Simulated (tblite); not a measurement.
Compound: C₅H₁₀FNSi₂.
Numbering: `[CH3:1][C:2]#[C:3]/[CH:4]=[CH:5]/[N:6]([SiH3:7])[SiH2:8][F:9]` (hydrogens: H10, H11, H12 on C1; H13 on C4; H14 on C5; H15, H16, H17 on Si7; H18, H19 on Si8)

Computed with GFN2-xTB (tblite), gas phase: L-BFGS steps from a force-field or distance-geometry start until the largest atomic force falls under 0.01 eV/Å.

At the end of the run (lengths in Å): Si8–F9 1.607, N6–Si7 1.759, C5–N6 1.383, N6–Si8 1.737, C3–C4 1.408, C1–C2 1.447, Si8–H18 1.455, N6–Si8–F9 104.7°, C3–C4–C5 121.9°, C2–C3–C4 179.2°, C5–N6–Si8 119.4°, C3–C4–C5–N6 179°, C4–C5–N6–Si7 178°, C5–N6–Si8–F9 -179°, H18–Si8–N6–C5 67°, H14–C5–N6–Si7 -3°.

**Question.** These geometries were met on the way; a selection of coordinates is given. Order them by energy above the end point, lowest first.
A. Si8–F9 1.701, N6–Si7 1.808, C5–N6 1.430, N6–Si8 1.783, C3–C4 1.447, C1–C2 1.480, Si8–H18 1.487, N6–Si8–F9 110.9°, C3–C4–C5 118.2°, C2–C3–C4 177.7°, C5–N6–Si8 121.7°, C3–C4–C5–N6 180°, C4–C5–N6–Si7 158°, C5–N6–Si8–F9 167°, H18–Si8–N6–C5 44°, H14–C5–N6–Si7 -24°
B. Si8–F9 1.609, N6–Si7 1.760, C5–N6 1.386, N6–Si8 1.733, C3–C4 1.409, C1–C2 1.451, Si8–H18 1.447, N6–Si8–F9 107.7°, C3–C4–C5 121.3°, C2–C3–C4 177.4°, C5–N6–Si8 118.8°, C3–C4–C5–N6 -179°, C4–C5–N6–Si7 157°, C5–N6–Si8–F9 167°, H18–Si8–N6–C5 53°, H14–C5–N6–Si7 -21°
C. Si8–F9 1.603, N6–Si7 1.760, C5–N6 1.404, N6–Si8 1.748, C3–C4 1.416, C1–C2 1.449, Si8–H18 1.457, N6–Si8–F9 110.9°, C3–C4–C5 121.9°, C2–C3–C4 175.9°, C5–N6–Si8 120.2°, C3–C4–C5–N6 180°, C4–C5–N6–Si7 157°, C5–N6–Si8–F9 167°, H18–Si8–N6–C5 46°, H14–C5–N6–Si7 -22°
D. Si8–F9 1.617, N6–Si7 1.771, C5–N6 1.395, N6–Si8 1.776, C3–C4 1.424, C1–C2 1.466, Si8–H18 1.478, N6–Si8–F9 111.5°, C3–C4–C5 119.9°, C2–C3–C4 177.5°, C5–N6–Si8 121.5°, C3–C4–C5–N6 180°, C4–C5–N6–Si7 157°, C5–N6–Si8–F9 167°, H18–Si8–N6–C5 44°, H14–C5–N6–Si7 -23°
E. Si8–F9 1.610, N6–Si7 1.763, C5–N6 1.383, N6–Si8 1.732, C3–C4 1.406, C1–C2 1.446, Si8–H18 1.452, N6–Si8–F9 103.5°, C3–C4–C5 122.2°, C2–C3–C4 179.1°, C5–N6–Si8 121.0°, C3–C4–C5–N6 180°, C4–C5–N6–Si7 163°, C5–N6–Si8–F9 171°, H18–Si8–N6–C5 58°, H14–C5–N6–Si7 -17°

**Answer.** E (0.060 eV), B (0.099 eV), C (0.165 eV), D (0.283 eV), A (0.538 eV).

```json
{"step": "24", "E above end (eV)": "0.060", "rms distance from the end, all atoms (Å)": "0.200", "largest force (eV/Å)": "0.132", "rms shift of all bonds from the end (Å)": "0.003"}
{"step": "8", "E above end (eV)": "0.099", "rms distance from the end, all atoms (Å)": "0.263", "largest force (eV/Å)": "0.243", "rms shift of all bonds from the end (Å)": "0.004"}
{"step": "4", "E above end (eV)": "0.165", "rms distance from the end, all atoms (Å)": "0.272", "largest force (eV/Å)": "0.563", "rms shift of all bonds from the end (Å)": "0.007"}
{"step": "2", "E above end (eV)": "0.283", "rms distance from the end, all atoms (Å)": "0.277", "largest force (eV/Å)": "2.016", "rms shift of all bonds from the end (Å)": "0.017"}
{"step": "0", "E above end (eV)": "0.538", "rms distance from the end, all atoms (Å)": "0.283", "largest force (eV/Å)": "2.408", "rms shift of all bonds from the end (Å)": "0.036"}
```

Rows stand in the order of the answer.
